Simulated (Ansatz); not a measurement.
Basis sets compared for the cluster CdF₂⁺ (the lowest doublet isomer of a short search). Total charge 1; doublet. Geometry PBE-D4/def2-TZVP. Ansatz on 4 threads of Arm Neoverse V2 on a shared host; times are rough, and most runs start from earlier orbitals.

```xyz
3

Cd    0.000    0.000    0.001
F    -1.482   -0.637    1.165
F     1.482    0.637   -1.165
```

In the def2 sets Cd takes a core potential; there is no spin–orbit coupling. The structure comes from a short search, and lower isomers may exist.

```csv
level,functions,energy (Eh),HOMO (eV),LUMO (eV),wall time
PBE-D4/def2-SVP,59,-366.6618,-15.87,-15.69,2.1 s
PBE0-D4/def2-SVP,59,-366.6244,-16.21,-14.85,3.5 s
```

(1) Estimate the rows for PBE-D4/def2-TZVP, PBE0-D4/def2-TZVP.

Answers

(1) 
```
            level  functions  energy (Eh)  HOMO (eV)  LUMO (eV)  wall time
 PBE-D4/def2-TZVP        102    -366.9471     -16.12     -15.90      3.2 s
PBE0-D4/def2-TZVP        102    -366.9080     -16.34     -15.00       15 s
```
